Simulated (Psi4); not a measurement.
CH3O (SMILES C=[OH+]), charge +1, singlet, at a GFN2-xTB geometry, with bond 3-2 at 1.3 times its length; PBE0/def2-TZVP run with Psi4.

Input for Psi4:
```
memory 2 GB

molecule mol {
1 1
O    -0.103649   -0.129330    0.589891
C     0.111729    0.040165   -0.600830
H     0.151003    1.308861   -1.255013
H     0.288384   -0.857768   -1.211331
H    -0.271502    0.635328    1.201233
}

set {
  basis def2-tzvp
  reference rks
  df_basis_scf cc-pvtz-jkfit
}

energy('pbe0')
print_variables()
```

Q: Write the output that Psi4 gives for this input, abridged.

A: 
```
   => Loading Basis Set <=

    Name: DEF2-TZVP
    Role: ORBITAL
    Keyword: BASIS

         ---------------------------------------------------------
                                   SCF
               by Justin Turney, Rob Parrish, Andy Simmonett
                          and Daniel G. A. Smith
                              RKS Reference
         ---------------------------------------------------------

  ==> Geometry <==

    Molecular point group: c1
    Full point group: C1

    Geometry (in Angstrom), charge = 1, multiplicity = 1:

       Center              X                  Y                   Z               Mass
    ------------   -----------------  -----------------  -----------------  -----------------
         O           -0.098880531965    -0.113477467586     0.559254798244    15.994914619570
         C            0.116497468035     0.056017532414    -0.631466201756    12.000000000000
         H            0.155771468035     1.324713532414    -1.285649201756     1.007825032230
         H            0.293152468035    -0.841915467586    -1.241967201756     1.007825032230
         H           -0.266733531965     0.651180532414     1.170596798244     1.007825032230

  Running in c1 symmetry.

  Rotational constants: A =      5.58107  B =      1.12201  C =      0.93420 [cm^-1]
  Rotational constants: A = 167316.13504  B =  33636.95640  C =  28006.56362 [MHz]
  Nuclear repulsion =   36.366669978629943

  Charge       = 1
  Multiplicity = 1
  Electrons    = 16
  Nalpha       = 8
  Nbeta        = 8

  ==> Algorithm <==

  SCF Algorithm Type is DF.
  DIIS enabled.
  MOM disabled.
  Fractional occupation disabled.
  Guess Type is SAD.
  Energy threshold   = 1.00e-06
  Density threshold  = 1.00e-06
  Integral threshold = 1.00e-12

  ==> Primary Basis <==

  Basis Set: DEF2-TZVP
    Blend: DEF2-TZVP
    Number of shells: 34
    Number of basis functions: 80
    Number of Cartesian functions: 90
    Spherical Harmonics?: true
    Max angular momentum: 3

  ==> DFT Potential <==

   => LibXC <=

    Version 7.1.2
    S. Lehtola, C. Steigemann, M. J. T. Oliveira, and M. A. L. Marques,  SoftwareX 7, 1–5 (2018) (10.1016/j.softx.2017.11.002)

   => Composite Functional: PBE0 <=

    PBE0 Hyb-GGA Exchange-Correlation Functional

    C. Adamo and V. Barone,  J. Chem. Phys. 110, 6158 (1999) (10.1063/1.478522)
    M. Ernzerhof and G. E. Scuseria,  J. Chem. Phys. 110, 5029 (1999) (10.1063/1.478401)

    Deriv               =              1
[...]
   @DF-RKS iter   2:  -114.56664324184038    4.67085e-02   6.45660e-03 DIIS/ADIIS
   @DF-RKS iter   3:  -114.65870648244552   -9.20632e-02   1.07952e-03 DIIS/ADIIS
   @DF-RKS iter   4:  -114.66167669342427   -2.97021e-03   2.37586e-04 DIIS/ADIIS
   @DF-RKS iter   5:  -114.66186022291858   -1.83529e-04   3.17944e-05 DIIS
   @DF-RKS iter   6:  -114.66186335978576   -3.13687e-06   4.22386e-06 DIIS
   @DF-RKS iter   7:  -114.66186340437622   -4.45905e-08   4.54391e-07 DIIS
  Energy and wave function converged.

  ==> Post-Iterations <==

   Electrons on quadrature grid:
      Ntotal   =   16.0000002795 ; deviation = 2.795e-07

    Orbital Energies [Eh]
    ---------------------

    Doubly Occupied:

[...]
    Virtual:

[...]
    Final Occupation by Irrep:
              A
    DOCC [     8 ]
    NA   [     8 ]
    NB   [     8 ]

  @DF-RKS Final Energy:  -114.66186340437622

   => Energetics <=

    Nuclear Repulsion Energy =             36.3666699786299432
    One-Electron Energy =                -222.4878147649635878
    Two-Electron Energy =                  82.5229296300226451
    DFT Exchange-Correlation Energy =     -11.0636482480652134
    Empirical Dispersion Energy =           0.0000000000000000
    VV10 Nonlocal Energy =                  0.0000000000000000
    Total Energy =                       -114.6618634043762199

Computation Completed

Properties will be evaluated at   0.000000,   0.000000,   0.000000 [a0]

Properties computed using the SCF density matrix

 Multipole Moments:

 ------------------------------------------------------------------------------------
     Multipole            Electronic (a.u.)      Nuclear  (a.u.)        Total (a.u.)
 ------------------------------------------------------------------------------------

 L = 1.  Multiply by 2.5417464519 to convert [e a0] to [Debye]
 Dipole X            :         -0.1381643            0.1703228            0.0321585
 Dipole Y            :         -0.2721808            1.0625251            0.7903442
 Dipole Z            :          0.8215591           -1.2694772           -0.4479181
 Magnitude           :                                                    0.9090153

 ------------------------------------------------------------------------------------

  Variable Map:
  ----------------------------------------------------------------------------
[...]
  Array Variable Map:
  ----------------------------------------------------------------------------
[...]
[...]
```
